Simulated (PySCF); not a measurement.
Results of a calculation; reference values are marked as such.
# CH7ClNOSi2

The system: CH7ClNOSi2, a small molecule (built as: C site whose three back bonds go to OSiH3, NHSiH3, Cl); neutral, doublet. The structure, one conformer, was relaxed in the gas phase by PBE0-D3(BJ)/def2-SVP. No frequency run checks that it is a minimum.

SMILES: [SiH3]N[C](Cl)O[SiH3]

```
atom   x (Å)   y (Å)   z (Å)
  C1   0.775   0.349   1.461
  O2   0.462   0.776   0.228
 Si3   0.035   2.371  -0.176
  N4   0.941  -1.007   1.501
 Si5   0.632  -2.069   0.127
 Cl6  -0.282   1.065   2.772
  H7   0.937   3.325   0.524
  H8   0.236   2.422  -1.648
  H9  -1.391   2.628   0.159
 H10   1.238  -1.379   2.396
 H11   1.549  -1.786  -1.013
 H12  -0.781  -1.980  -0.343
 H13   0.906  -3.436   0.659
```

EPR values by unrestricted B3LYP, IGLO-III on C Cl N O Si, pcH-1 on H.

Problem. Predict g and the largest hyperfine couplings. Where does the spin sit?

Solution. g = 2.0019, 2.0040, 2.0064. The spin sits on C1 (74 %, bonded to 1 Cl + 1 N + 1 O) by Mulliken populations.
| atom | isotope | isotropic (MHz) | dipolar, principal values (MHz) |
| --- | --- | --- | --- |
| C1 | 13C | 507.5 | -61.5, -58.2, 119.7 |
| Cl6 | 35Cl | 71.2 | -30.1, -26.8, 56.9 |
| O2 | 17O | -13.0 | -32.2, 15.3, 16.8 |
| N4 | 14N | 13.6 | -5.7, -5.1, 10.9 |
| H12 | 1H | 19.2 | -1.9, -1.0, 2.9 |
| Si5 | 29Si | -11.1 | -6.3, 2.6, 3.7 |

Problem. How do the isotropic couplings move with BHandHLYP?

Solution. C1 507.5 to 544.8 MHz, Cl6 71.2 to 69.7 MHz, O2 -13.0 to -16.9 MHz, N4 13.6 to 13.1 MHz.

The 2 runs behind this took 4.2 min in all, one thread each of Arm Neoverse V1 on a shared host, launched as `OMP_NUM_THREADS=1 python cluster_run.py task.json out`.
